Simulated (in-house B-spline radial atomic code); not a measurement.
A run on C (an excited or competing configuration) that did not converge. Method: non-relativistic SCAN, spin-polarised, spherical fractional occupations, point nucleus; computed with a B-spline radial code for spherical atoms.

Command:
```bash
python run_scf.py task.json out
```
Settings:
```
Z                6
configuration    [He] 2s1 2p2 3p1
hamiltonian      nr
method           scan,scan
spin_polarised   True
```

First and last ten iterations of the last attempt (damped for 15 steps, keeping 80 % of the old Fock matrix, then DIIS):
```
 iter        energy (Eh)    residual
    1         -37.327957    9.75e-03
    2         -37.328803    4.21e-04
    3         -37.328808    3.43e-04
    4         -37.328811    2.80e-04
    5         -37.328814    2.30e-04
    6         -37.328815    1.89e-04
    7         -37.328817    1.56e-04
    8         -37.328818    1.29e-04
    9         -37.328818    1.07e-04
   10         -37.328819    8.81e-05
  111         -25.650042    2.36e-01
  112       69177.496158    6.32e+02
  113       69187.861366    6.32e+02
  114       69558.900204    6.36e+02
  115      232678.629229    6.17e+02
  116       69503.548815    6.35e+02
  117       69518.331887    6.36e+02
  118       69518.328665    6.36e+02
  119       69518.332337    6.36e+02
  120       69518.332072    6.36e+02
 not converged after 120 iterations
```

The smallest residual met was 2.2e-06; the threshold is about 1e-07. No energy from this run should be used. Time taken, with all properties: 1.5 s on 1 thread of Arm Neoverse N1 (shared host).
